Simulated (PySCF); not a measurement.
SMILES CS[SiH2]c1cccs1, GFN2-xTB optimised geometry.

```
16

C     -1.81    -3.39     0.00
S     -0.47    -2.16     0.01
Si    -1.67    -0.38     0.00
C     -0.47     1.03     0.00
C      0.90     1.03     0.00
C      1.46     2.33     0.00
C      0.51     3.30     0.00
S     -1.08     2.66     0.00
H     -1.34    -4.36     0.01
H     -2.41    -3.27    -0.90
H     -2.43    -3.26     0.88
H     -2.52    -0.39     1.20
H     -2.51    -0.39    -1.20
H      1.47     0.12     0.00
H      2.52     2.52     0.00
H      0.65     4.36     0.00
```

Density from PBE/def2-TZVP in PySCF at that geometry.

Minimum of the electron density along straight lines between bonded atoms, close to the bond critical point (lines longer than 1.1 times the sum of covalent radii, or with two minima, are not listed):

| bond | length / Å | ρ at the minimum / e bohr⁻³ | ∇²ρ there / e bohr⁻⁵ | position (fraction from the first atom) |
|---|---|---|---|---|
| C1–S2 | 1.817 | 0.175 | -0.26 | 0.47 |
| S2–Si3 | 2.141 | ___ | 0.08 | 0.64 |
| Si3–C4 | 1.858 | 0.120 | 0.22 | 0.39 |
| C4–C5 | 1.364 | 0.325 | -0.92 | 0.51 |
| C5–C6 | 1.410 | 0.301 | -0.83 | 0.50 |
| C6–C7 | 1.358 | 0.331 | -0.95 | 0.49 |
| C4–S8 | 1.734 | 0.206 | ___ | 0.47 |
| C7–S8 | 1.718 | 0.214 | ___ | 0.48 |
| C1–H9 | 1.085 | 0.281 | -0.96 | 0.65 |
| C1–H10 | 1.085 | 0.281 | -0.96 | 0.65 |
| C1–H11 | 1.085 | 0.281 | -0.96 | 0.65 |
| Si3–H12 | 1.464 | 0.125 | 0.16 | 0.50 |
| Si3–H13 | 1.464 | 0.125 | 0.16 | 0.50 |
| C5–H14 | 1.076 | 0.287 | -1.02 | 0.65 |
| C6–H15 | 1.075 | 0.286 | -1.01 | 0.65 |
| C7–H16 | 1.072 | 0.289 | -1.03 | 0.65 |

Question: Some entries are withheld; supply them.

Answer: 
- S2–Si3, ρ at the minimum / e bohr⁻³: 0.100
- C4–S8, ∇²ρ there / e bohr⁻⁵: -0.37
- C7–S8, ∇²ρ there / e bohr⁻⁵: -0.42
